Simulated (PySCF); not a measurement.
From orbital energies to excitation energies

C₆H₇Cl.
SMILES: `C1CC(=CCC=1)Cl`

The calculation used PySCF 2.14.0, density-fitted response routines, TDDFT PBE0/def2-SVPD, vertical, gas phase, core orbitals frozen in the response. Geometry: GFN2-xTB; no solvent, vibrations or thermal averaging.

Orbital energies (eV): HOMO-3 -9.48, HOMO-2 -8.71, HOMO-1 -7.56, HOMO -6.91, LUMO -0.04, LUMO+1 0.55, LUMO+2 0.65.

Computed singlets:

| state | E (eV) | f |
| --- | --- | --- |
| S1 | 5.79 | 0.013 |
| S2 | 6.19 | 0.0002 |
| S3 | 6.40 | 0.0053 |
| S4 | 6.69 | 0.0000 |
| S5 | 6.95 | 0.0061 |
| S6 | 6.99 | 0.206 |
| S7 | 7.22 | 0.0003 |
| S8 | 7.23 | 0.0011 |

Q: Which orbital pair leads each of S1, S2, S5 and S7, and how does its energy difference Δε compare with the excitation energy?

A: 

| state | leading configuration | weight | Δε (eV) | E (eV) | E − Δε (eV) | f | other configurations |
| --- | --- | --- | --- | --- | --- | --- | --- |
| S1 | HOMO→LUMO | 0.93 | 6.87 | 5.79 | -1.08 | 0.013 | – |
| S2 | HOMO→LUMO+1 | 0.89 | 7.46 | 6.19 | -1.27 | 0.0002 | – |
| S5 | HOMO-1→LUMO+1 | 0.64 | 8.11 | 6.95 | -1.17 | 0.0061 | H→L+3 (23%) |
| S7 | HOMO-2→LUMO | 0.66 | 8.67 | 7.22 | -1.45 | 0.0003 | H→L+4 (28%) |

E − Δε runs from -1.45 to -1.08 eV. Among themselves, these states come in the order of their orbital differences.

H and L stand for HOMO and LUMO. The other states: S3 6.40 eV, f 0.0053, H-1→L (58%), H→L+2 (41%); S4 6.69 eV, f 0.0000, H→L+3 (62%), H-1→L+1 (23%); S6 6.99 eV, f 0.206, H→L+2 (37%), H-1→L+2 (33%), H-1→L (19%); S8 7.23 eV, f 0.0011, H→L+4 (65%), H-2→L (28%).

Triplets (Tamm–Dancoff): T1 4.15 eV, H→L (72%), H→L+2 (10%); T2 4.42 eV, H-1→L (42%), H-1→L+2 (25%), H→L+2 (23%); T3 5.86 eV, H→L+1 (65%), H→L+3 (17%).

Summed over the main configurations (up to three a state, each over 8%) of all 8 singlets, the electron leaves HOMO with weight 4.37, HOMO-1 with weight 1.97 and HOMO-2 with weight 0.93.

The run took 27 s wall on an Arm Neoverse V1 with one thread, on a shared host, and the process peaked at 0.82 GiB of memory.
